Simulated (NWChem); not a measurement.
System: C$_{4}$H$_{7}$F; SMILES C[C@H]1C[C@@H]1F

Input file for NWChem:

```
start job
memory heap 200 mb stack 900 mb global 1100 mb
geometry units angstroms noautosym nocenter noautoz
  C      0.519743    -1.901061     0.089295
  C      0.081359    -0.554202    -0.444912
  C     -1.229622     0.086634    -0.000168
  C      0.084766     0.661521     0.425081
  F      0.471724     1.857917    -0.133365
  H      1.607540    -2.022447     0.019994
  H      0.237702    -2.021623     1.142192
  H      0.052298    -2.719801    -0.470776
  H      0.346478    -0.354394    -1.481675
  H     -1.838897    -0.422201     0.743295
  H     -1.790578     0.643771    -0.744853
  H      0.401542     0.584671     1.463503
end
basis spherical
  * library 6-31+g*
end
dft
  xc xpbe96 cpbe96
  iterations 150
end
property
  response 1 0.0
end
task dft property
```

NWChem printed, in part:

```
             Northwest Computational Chemistry Package (NWChem) 7.3.0
             --------------------------------------------------------

                             Geometry "geometry" -> ""
                             -------------------------

 Output coordinates in angstroms (scale by  1.889725989 to convert to a.u.)

  No.       Tag          Charge          X              Y              Z
 ---- ---------------- ---------- -------------- -------------- --------------
    1 C                    6.0000     0.51974300    -1.90106100     0.08929500
    2 C                    6.0000     0.08135900    -0.55420200    -0.44491200
    3 C                    6.0000    -1.22962200     0.08663400    -0.00016800
    4 C                    6.0000     0.08476600     0.66152100     0.42508100
    5 F                    9.0000     0.47172400     1.85791700    -0.13336500
    6 H                    1.0000     1.60754000    -2.02244700     0.01999400
    7 H                    1.0000     0.23770200    -2.02162300     1.14219200
    8 H                    1.0000     0.05229800    -2.71980100    -0.47077600
    9 H                    1.0000     0.34647800    -0.35439400    -1.48167500
   10 H                    1.0000    -1.83889700    -0.42220100     0.74329500
   11 H                    1.0000    -1.79057800     0.64377100    -0.74485300
   12 H                    1.0000     0.40154200     0.58467100     1.46350300

 Effective nuclear repulsion energy (a.u.)     178.2776292294

  pbe96 is a nonlocal functional; adding pw91lda local functional.
                              NWChem Property Module
                              ----------------------

                                 NWChem DFT Module
                                 -----------------

 Summary of "ao basis" -> "ao basis" (spherical)
 ------------------------------------------------------------------------------
       Tag                 Description            Shells   Functions and Types
 ---------------- ------------------------------  ------  ---------------------
 C                          6-31+g*                  8       18   4s3p1d
 F                          6-31+g*                  8       18   4s3p1d
 H                          6-31+g*                  2        2   2s

            General Information
            -------------------
          SCF calculation type: DFT
          Wavefunction type:  closed shell.
          No. of atoms     :    12
          No. of electrons :    40
           Alpha electrons :    20
            Beta electrons :    20
          Charge           :     0
          Spin multiplicity:     1
          Use of symmetry is: off; symmetry adaption is: off
          Maximum number of iterations: 150
          AO basis - number of functions:   104
                     number of shells:    54
          Convergence on energy requested:  1.00D-06
          Convergence on density requested:  1.00D-05
          Convergence on gradient requested:  5.00D-04

              XC Information
              --------------
          PerdewBurkeErnzerhof Exchange Functional  1.000
            Perdew 1991 LDA Correlation Functional  1.000 local
           PerdewBurkeErnz. Correlation Functional  1.000 non-local

             Grid Information
             ----------------
          Grid used for XC integration:  medium
          Radial quadrature: Mura-Knowles
          Angular quadrature: Lebedev.
          Tag              B.-S. Rad. Rad. Pts. Rad. Cut. Ang. Pts.
          ---              ---------- --------- --------- ---------
          C                   0.70       49          12.0       434
          F                   0.50       49          13.0       434
          H                   0.35       45          12.0       434
          Grid pruning is: on
          Number of quadrature shells:   560
          Spatial weights used:  Erf1

      Superposition of Atomic Density Guess
      -------------------------------------

 Sum of atomic energies:        -253.51985009

      Non-variational initial energy
      ------------------------------

 Total energy =    -256.656944
 1-e energy   =    -697.680450
 2-e energy   =     262.745877
 HOMO         =      -0.313098
 LUMO         =       0.056936

   convergence    iter        energy       DeltaE   RMS-Dens  Diis-err
 ---------------- ----- ----------------- --------- --------- ---------
 d= 0,ls=0.0,diis     1   -256.0655336307 -4.34D+02  1.71D-02  6.77D-01
 d= 0,ls=0.0,diis     2   -256.0212305331  4.43D-02  9.44D-03  1.32D+00
 d= 0,ls=0.0,diis     3   -256.1307426363 -1.10D-01  2.26D-03  9.32D-02
 d= 0,ls=0.0,diis     4   -256.1374079847 -6.67D-03  1.26D-03  7.82D-03
 d= 0,ls=0.0,diis     5   -256.1381713160 -7.63D-04  4.39D-04  7.67D-04
  Resetting Diis
 d= 0,ls=0.0,diis     6   -256.1382727981 -1.01D-04  6.34D-05  6.35D-06
 d= 0,ls=0.0,diis     7   -256.1382734254 -6.27D-07  4.74D-05  1.68D-06
 d= 0,ls=0.0,diis     8   -256.1382730789  3.47D-07  2.82D-05  4.56D-06
 d= 0,ls=0.0,diis     9   -256.1382736369 -5.58D-07  3.12D-06  2.66D-08

         Total DFT energy =     -256.138273636865
      One electron energy =     -701.971843344003
           Coulomb energy =      302.007653287410
    Exchange-Corr. energy =      -34.451712809654
 Nuclear repulsion energy =      178.277629229382

 Numeric. integr. density =       40.000005613601

[...]

 DFT Linear Response polarizability / au
 Frequency  =       0.0000000 / au
              X              Y              Z
 -----------------------------------------------
 X      47.5905174     -2.0970283     -0.0792070
 Y      -2.0970325     51.6923745      0.4006438
 Z      -0.0792007      0.4006460     42.9762920
 -----------------------------------------------
 Eigenvalues =      46.7100202     52.5913187     42.9578450
 Isotropic   =      47.4197280
 Anisotropic =       8.4104787
 -----------------------------------------------

 Magnetic Dipole Response Matrix (nonzero elements):

 Exiting AOResponse driver routine
```

Level: PBE/6-31+G* (spherical d). Structure relaxed at the B3LYP/6-31G* (spherical d) level.
